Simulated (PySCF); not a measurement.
Electronic structure of F+ (fluorine, charge +1) at the UHF level

Configuration: [He] 2s1 2p4 3s1, high-spin 5P determinant (an excited configuration). Computed with PySCF 2.14 in x2c-TZVPPall with one added diffuse shell each of s, p, d type (6s4p3d1f, 40 functions), with the spin-free X2C one-electron Hamiltonian (Gaussian nucleus).

| Property | Result |
| --- | --- |
| Total energy | -97.466425 hartree |
| One-electron energy | -128.6760 hartree |
| Hartree (Coulomb) energy | 40.5881 hartree |
| Exchange energy | -9.3785 hartree |
| ⟨S²⟩ | 6.0026 |
| ⟨L²⟩ | 2.006 |
| Sum of ⟨r⟩ | 7.970 bohr |
| Sum of ⟨r²⟩ | 15.89 bohr² |
| Traceless quadrupole moment −½Σ⟨3z² − r²⟩ along its main axis | -0.288 e·bohr² |
| Langevin diamagnetic susceptibility | -12.6 ×10⁻⁶ cm³/mol |

| shell | electrons | mean orbital energy (hartree) | spread (hartree) | rms radius, mean of both spins (bohr) |
| --- | --- | --- | --- | --- |
| 1s α | 1 | -27.81257 | 0 | 0.204 |
| 1s β | 1 | -27.57271 | 0 | 0.204 |
| 2s α | 1 | -2.89895 | 0 | 0.980 |
| 2p α | 3 | -1.98156 | 0.12113 | 1.01 |
| 2p β | 1 | -1.56210 | 0 | 1.01 |
| 3s α | 1 | -0.46583 | 0 | 3.28 |

The outer electron is Rydberg-like, and this basis confines it to a smaller radius and binds it less than a complete one would.

Spin-orbit constants ζ (cm⁻¹) from the X2C one-electron operator on these orbitals: bare nucleus, nucleus screened by l(l+1)(2l+1)/3 electrons, and screened by the Breit-Pauli mean field of the electrons.

| shell | bare | screened nucleus | mean field |
| --- | --- | --- | --- |
| 2p | 545.7 | 424.5 | 375.9 |

To first order the Landé constant is A = -93.97 cm⁻¹, so the lowest level has J = 3 and lies 0.0233 eV below the centre of the term. This holds in LS coupling only.
